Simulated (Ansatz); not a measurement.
Cost and result for the atomization energy of `C[O+](C)[AlH3-]` (13 atoms, 12 bonds).

```xyz
13

C    -1.336   -0.390   -0.453
O    -0.224    0.120    0.278
C     0.115    1.458   -0.076
Al    1.275   -1.129    0.626
H    -1.516   -1.400   -0.089
H    -2.208    0.240   -0.266
H    -1.107   -0.412   -1.522
H    -0.742    2.108    0.115
H     0.401    1.509   -1.130
H     0.954    1.748    0.553
H     0.431   -2.359    1.201
H     2.118   -0.215    1.630
H     1.841   -1.276   -0.869
```

Total charge 0; spin multiplicity 1. The geometry is a stationary point of PBE0-D4/def2-TZVP. Program: Ansatz. All runs use 4 threads of a server CPU on a shared host. Times are those of one run each, without the atoms' runs, and a repeat can differ threefold. Electronic energies, without spin–orbit coupling; frozen cores. CCSD(T)/CBS adds CCSD(T) − MP2 in def2-TZVPP to the MP2 limit, and its time is that of the two runs behind it. T1 = 0.010. HSE06 is the plane-wave form, built on full-range PBE exchange.

CCSD(T)/CBS is a level of theory with its own doubt, some kJ/mol a heavy atom from the limit and from the frozen cores, so smaller differences don't rank the functionals.

| level | functions | wall time | atomization (kJ/mol) | difference from CCSD(T)/CBS | per bond |
| --- | --- | --- | --- | --- | --- |
| LDA (SPW92)/def2-TZVPP | 261 | 0.9 s | 4882.5 | 533.6 | 44.5 |
| BLYP-D4/def2-TZVPP | 261 | 1.2 s | 4314.3 | -34.6 | -2.9 |
| PBE0-D4/def2-TZVPP | 261 | 1.6 s | 4308.3 | -40.6 | -3.4 |
| BHLYP-D4/def2-TZVPP | 261 | 1.7 s | 4251.0 | -97.9 | -8.2 |
| HSE06-D4/def2-TZVPP | 261 | 1.9 s | 4310.2 | -38.7 | -3.2 |
| CCSD(T)/def2-SVP | 105 | 2.2 s | 4158.0 | -190.9 | -15.9 |
| r2SCANh-D4/def2-TZVPP | 261 | 2.4 s | 4319.2 | -29.7 | -2.5 |
| PBE-QIDH/def2-TZVPP | 261 | 3.4 s | 4289.9 | -59.0 | -4.9 |
| ωB97X-V/def2-TZVPP | 261 | 4.3 s | 4350.1 | 1.2 | 0.1 |
| ωB97M-V/def2-TZVPP (with forces) | 261 | 6 s | 4348.9 | 0.0 | 0.0 |
| MP2/def2-QZVPP | 511 | 15 s | 4318.5 | -30.4 | -2.5 |
| CCSD(T)/def2-TZVPP | 261 | 54 s | 4252.9 | -96.0 | -8.0 |
| CCSD(T)/CBS(def2) | – | 69 s | 4348.9 | 0.0 | 0.0 |

From PBE to PBE0 (25 % exact exchange), in def2-TZVPP and without D4, the atomization energy moves by −43.2 kJ/mol: exact exchange takes away binding that semilocal exchange gives to molecules. In def2-TZVPP, CCSD(T) changes the Hartree–Fock value by +1012.6 kJ/mol (the triples alone add +44.0 kJ/mol) and MP2 by +1021.1 kJ/mol; breaking electron pairs costs correlation energy, which Hartree–Fock lacks. Leaving LDA and LC-ωPBE aside and taking each functional with its dispersion term where it has one, the values, not all of them listed here, spread over 121.4 kJ/mol, from BHLYP-D4 to B97M-V. LDA lies +549.8 kJ/mol from PBE without D4, its usual overbinding.
